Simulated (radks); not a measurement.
Problem. Radial electron density D(r) = 4 pi r^2 rho(r) of an atom or ion with 38 electrons. Calculated with a radial shooting solver on a logarithmic mesh with Libxc functionals: scalar-relativistic Kohn-Sham, LDA (Slater exchange, Perdew-Wang correlation), spin-polarised, spherical densities, point nucleus.

| r (bohr) | D(r) (e/bohr) | spin D(r) |
|---|---|---|
| 0.003336 | 7.258 | -0.000123 |
| 0.003821 | 9.012 | -0.000152 |
| 0.004343 | 10.99 | -0.000185 |
| 0.004976 | 13.47 | -0.000227 |
| 0.005656 | 16.20 | -0.000273 |
| 0.006428 | 19.34 | -0.000325 |
| 0.007364 | 23.10 | -0.000387 |
| 0.00837 | 27.03 | -0.000453 |
| 0.009589 | 31.53 | -0.000528 |
| 0.0109 | 35.95 | -0.000602 |
| 0.01239 | 40.40 | -0.000679 |
| 0.01419 | 44.90 | -0.000760 |
| 0.01613 | 48.66 | -0.000834 |
| 0.01848 | 51.83 | -0.000909 |
| 0.021 | 53.76 | -0.000977 |
| 0.02387 | 54.50 | -0.00104 |
| 0.02735 | 53.94 | -0.00111 |
| 0.03108 | 52.33 | -0.00115 |
| 0.03561 | 49.95 | -0.00114 |
| 0.04047 | 47.77 | -0.000962 |
| 0.04637 | 46.42 | -0.000356 |
| 0.0527 | 46.81 | 0.00104 |
| 0.0599 | 49.24 | 0.00399 |
| 0.06862 | 53.89 | 0.0101 |
| 0.07799 | 59.35 | 0.0205 |
| 0.08936 | 64.67 | 0.0390 |
| 0.1016 | 67.50 | 0.0663 |
| 0.1154 | 66.94 | 0.105 |
| 0.1322 | 62.37 | 0.162 |
| 0.1503 | 55.52 | 0.227 |
| 0.1722 | 48.08 | 0.304 |
| 0.1957 | 43.56 | 0.374 |
| 0.2242 | 43.05 | 0.426 |
| 0.2548 | 46.12 | 0.439 |
| 0.2896 | 50.21 | 0.402 |
| 0.3318 | 52.17 | 0.307 |
| 0.3771 | 49.46 | 0.182 |
| 0.4321 | 41.63 | 0.0543 |
| 0.4911 | 31.76 | -0.00702 |
| 0.5582 | 22.44 | 0.0418 |
| 0.6395 | 15.65 | 0.250 |
| 0.7268 | 12.76 | 0.587 |
| 0.8327 | 12.17 | 1.03 |
| 0.9464 | 12.14 | 1.42 |
| 1.076 | 11.31 | 1.69 |
| 1.232 | 9.247 | 1.74 |
| 1.401 | 6.678 | 1.57 |
| 1.605 | 4.075 | 1.22 |
| 1.824 | 2.226 | 0.843 |
| 2.089 | 1.008 | 0.484 |
| 2.375 | 0.4144 | 0.244 |
| 2.699 | 0.1474 | 0.103 |
| 3.092 | 0.04122 | 0.0332 |
| 3.514 | 0.01027 | 0.00908 |
| 4.026 | 0.001841 | 0.00173 |
| 4.576 | 0.0002781 | 0.000270 |

What is the nuclear charge?

Solution. Z = 43. The innermost maximum, from 1s, lies near gamma/Z bohr with gamma = sqrt(1 - (Z/c)^2) = 0.949, here 0.0221 bohr (found: 0.0241), and its height grows with Z. The density is that of the technetium ion Tc5+ in [Kr] 4d2; the configuration itself is not fixed sharply by these data, and Z only to a few units. D(r) has 4 maxima, at r = 0.0241, 0.107, 0.329, 0.895 bohr, and minima at 0.0483, 0.212, 0.833 bohr, inside which lie 2.03, 11.07, 29.64 electrons.
